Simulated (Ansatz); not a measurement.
Reaction (ligand exchange at the Al–C bond): `[AlH2][C@H]1C[Si@@H]1S` + `N=C=CO` → `N=C=C[O][AlH2]` + `S[SiH]1CC1`

Gas-phase electronic energies from Ansatz, PBE0-D4/def2-TZVP geometries. CBS: MP2 limit from def2 TZ/QZ plus the TZ coupled-cluster correction, frozen cores. Functionals use def2-TZVPP. B3LYP here is the variant with VWN-RPA as its local correlation; programs differ in this. Each species was taken in one conformer, which may not be the lowest.

| level | ΔE (kJ/mol) | difference from CCSD(T)/CBS |
| --- | --- | --- |
| PBE-D4 | -105.2 | 10.0 |
| revPBE-D4 | -104.8 | 10.4 |
| B97M-V | -116.6 | -1.4 |
| r2SCANh-D4 | -115.0 | 0.2 |
| CAM-B3LYP-D4 | -127.6 | -12.4 |
| PBE | -107.5 | 7.7 |
| B3LYP | -126.1 | -10.9 |
| BHLYP | -130.9 | -15.7 |
| LC-ωPBE | -117.6 | -2.4 |
| RPA@PBE/def2-TZVPP | -115.6 | -0.4 |
| CCSD/def2-SVP | -124.6 | -9.4 |
| CCSD(T)/def2-SVP | -121.6 | -6.4 |
| HF/def2-TZVPP | -137.7 | -22.5 |
| SCS-MP2/def2-TZVPP | -121.3 | -6.1 |
| MP2/def2-QZVPP | -116.0 | -0.8 |
| SCS-MP2/def2-QZVPP | -120.9 | -5.7 |
| CCSD(T)/CBS | -115.2 | 0 |

Largest T1 diagnostic among the species: 0.015.

At CCSD(T), def2-SVP lies −6.4 kJ/mol from the extrapolated value and def2-TZVPP −1.4 kJ/mol. Leaving LDA and LC-ωPBE aside and taking each functional with its dispersion term where it has one, the values spread over 22.8 kJ/mol, from CAM-B3LYP-D4 to revPBE-D4. The D4 term adds +3.7 kJ/mol with B3LYP and +2.0 kJ/mol with PBE0; it sums over pairs of atoms, weighted by their polarisabilities, and B3LYP, whose exchange is more repulsive, gets the larger term.
